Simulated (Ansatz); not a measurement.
Cost and result up the ladder for the cluster Ru₃H₆ (9 atoms). Charge 0, multiplicity 1. Geometry: PBE0-D4/def2-SVP.

```tsv
atom	x (Å)	y (Å)	z (Å)
Ru1	0.0998	-0.7987	-0.6460
Ru2	-0.0171	1.6466	0.0168
Ru3	-0.9523	-0.0188	1.2699
H4	-2.2199	-0.6666	0.5605
H5	0.7172	0.6526	-1.2328
H6	-0.6041	-0.4920	-2.0151
H7	1.1990	1.6287	0.9896
H8	0.1198	-1.1554	1.6398
H9	1.6576	-0.7965	-0.5827
```

Ansatz on 4 threads of Arm Neoverse V2 on a shared host. Times are rough, and most runs start from the orbitals of an earlier one. No level here is sound enough to serve as a yardstick. Binding counts from free atoms at the same level (Ru quintet, H doublet; other spins of the atoms weren't run), without zero-point energy or a counterpoise term.

In the def2 sets Ru takes a core potential; there is no spin–orbit coupling. HSE06 is defined as in plane-wave codes, on full-range PBE exchange. No other spin state of charge 0 was run. Another isomer (quintet) lies 0.41 eV lower at PBE0-D4/def2-TZVP; other spin states weren't run for this one.

Run but left out: CCSD(T)/def2-TZVP (restricted singlet, unstable towards broken spin symmetry).

```json
{"level": "PBE-D4/def2-TZVP (with forces)", "functions": "156", "wall time": "2.3 s"}
{"level": "HSE06-D4/def2-TZVP", "functions": "156", "wall time": "2.5 s"}
{"level": "PBE0-D4/def2-TZVP", "functions": "156", "wall time": "3.1 s"}
{"level": "r2SCAN-D4/def2-TZVP", "functions": "156", "wall time": "4 s"}
{"level": "r2SCANh-D4/def2-TZVP", "functions": "156", "wall time": "4.5 s"}
```

Problem. Estimate what each level gives for the binding energy per atom (eV).

Solution. 
```csv
level,binding energy per atom (eV),remarks
PBE-D4/def2-TZVP (with forces),2.75,restricted SCF unstable in HF
HSE06-D4/def2-TZVP,2.36,restricted SCF unstable in HF
PBE0-D4/def2-TZVP,2.35,restricted SCF unstable in HF
r2SCAN-D4/def2-TZVP,2.60,restricted SCF unstable in HF
r2SCANh-D4/def2-TZVP,2.46,restricted SCF unstable in HF
```
